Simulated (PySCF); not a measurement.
C₂H₆BFN₂, SMILES B(N)(C(F)=C)N.

The structure is a stationary point at PBE-D3(BJ)/def2-SVP. A frequency run showed that this geometry is not a minimum. This is a generated structure with no PubChem entry under its InChIKey; it may be hypothetical. The values are those of a single conformer.

Vertical ionisation energy (IE) and electron affinity (EA) in eV. Rows of orbital energies are one-electron estimates. Where ΔSCF, EOM or ADC give a negative EA the extra electron is unbound and the value depends on the basis.

```json
[
 {"level": "−ε(HOMO), −ε(LUMO), PBE0/def2-TZVP (PySCF)", "IE": "…", "EA": "…"},
 {"level": "−ε(HOMO), −ε(LUMO), PBE/def2-TZVP (PySCF)", "IE": "5.67", "EA": "1.23"}
]
```

Problem. Fill in the missing entries. (Estimate from the structure and the level; the computed values follow.)

Solution. 
- −ε(HOMO), −ε(LUMO), PBE0/def2-TZVP (PySCF), IE: 7.05
- −ε(HOMO), −ε(LUMO), PBE0/def2-TZVP (PySCF), EA: 0.30
